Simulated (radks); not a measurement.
Species: Ce41+. Configuration: [Ne] 3s2 3p5.

Method: Dirac Kohn-Sham, BLYP, spin-unpolarised, spherical densities, finite nucleus; open shells fill j = l - 1/2 first; Fermi nuclear charge, rms radius 4.8771 fm; computed with a radial shooting solver on a logarithmic mesh with Libxc functionals.

Energy parts (Ry):
part                       energy
total                 -14828.3097
kinetic                16096.5156
electron-nucleus      -32729.0128
Hartree                 2060.9865
exchange-correlation    -256.7990

Orbitals (lengths in bohr, moments of r in powers of bohr; r(max) is where P^2 peaks; r(90%) holds 90 % of the orbital's charge):
orbital  occ.  eigenvalue (Ry)      <r^4>  r(90%)   r(max)  <1/r>  small-component weight
1s1/2       2        -3137.646  1.774e-06  0.0443  0.01574  63.35                4.61e-02
2s1/2       2        -647.8020  0.0002755   0.160  0.08879  15.10                1.02e-02
2p1/2       2        -623.3346  0.0001721   0.143  0.06764  15.04                1.02e-02
2p3/2       4        -589.8322  0.0002127   0.150  0.07280  13.64                9.62e-03
3s1/2       2        -248.0266   0.008014   0.370   0.2408  6.003                3.79e-03
3p1/2       2        -238.9298   0.006967   0.359   0.2262  5.937                3.74e-03
3p3/2       3        -230.6639   0.007998   0.371   0.2356  5.572                3.59e-03
3d3/2       0        -217.3689   0.004996   0.332   0.1836  5.447                3.44e-03
3d5/2       0        -215.4071   0.005214   0.336   0.1862  5.354                3.40e-03
4s1/2       0        -129.4909    0.09782   0.687   0.4872  3.089                1.84e-03

The highest occupied level is 3p3/2 at -3138.3 eV. Summed over all electrons, <r^2> = 0.5882 bohr^2, which gives a Langevin (diamagnetic) susceptibility term of -0.466 x 10^-6 cm^3/mol. For comparison, the ionisation energy in NIST's Atomic Spectra Database is 3176 eV (theoretical). In exact Kohn-Sham theory the highest level is minus the ionisation energy, but local and semilocal functionals leave it too shallow, through self-interaction and a potential that decays too fast; potentials with the right tail come closer.

Beside tabulated values, note that spin-unpolarised runs miss the spin-polarisation part of the exchange energy of open shells.
